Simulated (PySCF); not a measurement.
## Radial density of Ag⁻ (silver, charge -1)

TPSSh, [Kr] 4d10 5s2, closed-shell 1S. All numbers are calculated (PySCF 2.14, scalar relativity through the core potential, in aug-cc-pVDZ-PP with ECP28MDF (5s5p4d2f, 54 functions)). This is the valence pseudo-density: the core potential removes the inner electrons and smooths the orbitals near the nucleus.

```
r (bohr)  4πr²ρ (e/bohr)
  0.0201       1.415e-05
  0.0338       3.589e-05
  0.0568       9.194e-05
  0.0955       0.0004795
   0.161        0.006079
   0.270          0.1075
   0.454           2.519
   0.764           16.72
    1.29           11.81
    2.16           2.704
    3.64          0.6785
    6.12          0.1370
    10.3         0.01549
    17.3       6.958e-05
```

Energies and moments cover only the electrons outside the core potential. At TPSSh the highest occupied level has a positive energy, so only the finite basis holds that electron; in a semilocal or global hybrid functional this comes from self-interaction and does not mean that the real anion is unbound.
